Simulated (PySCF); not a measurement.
# Do core-level shifts follow atomic charges?

C₅H₇NS.
SMILES with atom numbers: `[CH3:1][NH:2][c:3]1[cH:4][cH:5][cH:6][s:7]1`

Binding energies: delta-SCF UKS SCAN, pcX-2 on the ionised atom, pcseg-1 elsewhere, spin-free X2C in PySCF 2.14.0. Charges: PBE0/pcSseg-1 ground-state density, for the ionised atom.

```json
{"atom": "C4", "environment": "aromatic CH carbon", "C 1s (eV)": "289.65", "Mulliken (e)": "-0.105", "IAO (e)": "-0.271", "Hirshfeld (e)": "-0.117", "ESP (e)": "+0.002"}
{"atom": "C6", "environment": "aromatic CH next to a ring sulfur", "C 1s (eV)": "289.98", "Mulliken (e)": "-0.292", "IAO (e)": "-0.344", "Hirshfeld (e)": "-0.107", "ESP (e)": "-0.162"}
{"atom": "C5", "environment": "aromatic CH carbon", "C 1s (eV)": "289.99", "Mulliken (e)": "-0.048", "IAO (e)": "-0.168", "Hirshfeld (e)": "-0.079", "ESP (e)": "-0.459"}
{"atom": "C3", "environment": "aromatic carbon bearing nitrogen", "C 1s (eV)": "291.45", "Mulliken (e)": "-0.042", "IAO (e)": "-0.029", "Hirshfeld (e)": "+0.021", "ESP (e)": "+0.062"}
{"atom": "C1", "environment": "N-methyl carbon", "C 1s (eV)": "291.90", "Mulliken (e)": "-0.109", "IAO (e)": "-0.298", "Hirshfeld (e)": "-0.059", "ESP (e)": "-0.157"}
```

Question: How well does each charge scheme correlate with the binding energies over these sites?

Answer: Hirshfeld: r = 0.75, slope 13.7 eV per e; Mulliken: r = 0.32, slope 3.2 eV per e; IAO: r = 0.31, slope 2.5 eV per e; ESP: r = 0.27, slope 1.4 eV per e. Hirshfeld charges have the highest r, on only 5 points.

Question: The point-charge model writes a binding energy as kq + V + constant, with V the potential of the other atoms' charges at the site. What does it give with the Mulliken charges?

Answer: V = Σ 14.40 eV Å × q/r over all other atoms: -0.05 eV at C4, +2.67 eV at C6, -0.99 eV at C5, -2.47 eV at C3, +1.07 eV at C1. Fitting binding energy − V to q gives k = 20.5 eV per e and leaves an rms residual of 1.06 eV, against 0.85 eV for the fit on q alone. The model has no term for differences in relaxation between sites.

The unrestricted hole states depart most from a pure doublet (⟨S²⟩ = 0.75; over 0.85 named) for C 1s of C3 (0.85), which makes this value less certain. The structure is a single PBE0-D3(BJ)/def2-SVP conformer in the gas phase; no vibrational or solvent corrections.

Shape of the structure used: `[CH3:1][NH:2][c:3]1[cH:4][cH:5][cH:6][s:7]1`: C1–N2–C3–C4 -9°.
